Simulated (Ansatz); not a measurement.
Basis-set series for GaH3OS2 (`[OH][Ga]([SH])[SH]`). The species carries charge 0 and has multiplicity 1. Geometry: relaxed with PBE0-D4/def2-TZVP. It is one conformer, not always the lowest.

```json
{"atom": "O1", "x (Å)": "0.517", "y (Å)": "-1.330", "z (Å)": "0.501"}
{"atom": "Ga2", "x (Å)": "0.025", "y (Å)": "0.253", "z (Å)": "-0.155"}
{"atom": "S3", "x (Å)": "1.490", "y (Å)": "1.260", "z (Å)": "-1.424"}
{"atom": "S4", "x (Å)": "-1.926", "y (Å)": "1.171", "z (Å)": "0.263"}
{"atom": "H5", "x (Å)": "-0.140", "y (Å)": "-1.759", "z (Å)": "1.052"}
{"atom": "H6", "x (Å)": "2.367", "y (Å)": "0.251", "z (Å)": "-1.280"}
{"atom": "H7", "x (Å)": "-2.334", "y (Å)": "0.154", "z (Å)": "1.042"}
```

```json
{"functional": "PBE0-D4", "basis": "def2-SVP", "functions": "97", "energy (Eh)": "-2797.21289", "HOMO (eV)": "-7.49", "LUMO (eV)": "-0.62"}
{"functional": "PBE0-D4", "basis": "def2-QZVPP", "functions": "376", "energy (Eh)": "-2797.90768", "HOMO (eV)": "-7.70", "LUMO (eV)": "-1.05"}
{"functional": "ωB97M-V", "basis": "def2-SVP", "functions": "97", "energy (Eh)": "-2797.64756", "HOMO (eV)": "-9.62", "LUMO (eV)": "1.24"}
{"functional": "ωB97M-V", "basis": "def2-QZVPP", "functions": "376", "energy (Eh)": "-2798.33840", "HOMO (eV)": "-9.88", "LUMO (eV)": "0.52"}
```

Task: Give the rows for def2-TZVPP. (Best estimate.)

Result: The calculation gave: 
```tsv
functional	basis	functions	energy (Eh)	HOMO (eV)	LUMO (eV)
PBE0-D4	def2-TZVPP	205	-2797.83539	-7.67	-0.87
ωB97M-V	def2-TZVPP	205	-2798.26883	-9.83	0.92
```

Positive LUMOs are unbound and depend on the basis. Scalar relativity is left out up to krypton.

All numbers were calculated with Ansatz.
